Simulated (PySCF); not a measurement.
## Radial density of Xe⁺ (xenon, charge +1)

UHF, [Kr] 4d10 5s2 5p5, 2P determinant. Calculation: PySCF 2.14, in x2c-TZVPall; scalar relativity by spin-free X2C-1e.

| r (bohr) | 4πr²ρ (e/bohr) | 4πr²(ρα − ρβ) |
| --- | --- | --- |
| 0.0242 | 67.26 | 0.0079 |
| 0.0408 | 61.99 | 0.0217 |
| 0.0686 | 87.02 | 0.0236 |
| 0.115 | 76.98 | -0.0066 |
| 0.194 | 71.38 | 0.0417 |
| 0.326 | 55.24 | 0.0047 |
| 0.549 | 26.61 | 0.1151 |
| 0.923 | 20.40 | -0.0128 |
| 1.55 | 5.898 | 0.5314 |
| 2.61 | 2.298 | 0.3565 |
| 4.39 | 0.1655 | 0.0242 |
| 7.39 | 0.0003356 | 0.0001 |

Densities and radii are taken from the X2C orbitals without a picture-change correction, which distorts them close to the nucleus.

(1) Where is the radial spin density 4πr²(ρα − ρβ) most negative, and why is it negative at all?

## Answers

(1) Around r = 0.923 bohr, down to -0.0128 e/bohr: exchange with the open shell polarises the paired shells in an unrestricted calculation.
